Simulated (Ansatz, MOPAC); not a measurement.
Spectroscopic constants of CoN, multiplicity 5 (lowest of 2S+1 = 1, 3, 5, 7 at CCSD(T)/def2-TZVPP on PBE0 minima; our sources give no spin for the ground state, which may be another). No spin–orbit coupling. Co is treated without relativity.

Constants: fifth-degree fit in 1/R to seven points, most abundant isotopes. In def2 and cc sets the state is the lowest found near the PBE0 minimum, followed along R.

The state that PM6 reach isn't checked.

Codes used: Ansatz (Gaussian orbitals); MOPAC for PM6 (differences of heats of formation). 

Task: What bond length and harmonic frequency does PM6 give?

Result: r_e = 1.665 Å, ω_e = 816 cm⁻¹.

Task: What bond length and harmonic frequency does SVWN5/def2-TZVPP give?

Result: r_e = 1.578 Å, ω_e = 941 cm⁻¹.

Task: What bond length and harmonic frequency does PBE/def2-TZVPP give?

Result: r_e = 1.607 Å, ω_e = 871 cm⁻¹.

Doubts at one or more of the structures used: a spin-contaminated determinant (PM6).

Ansatz is an electronic-structure program.
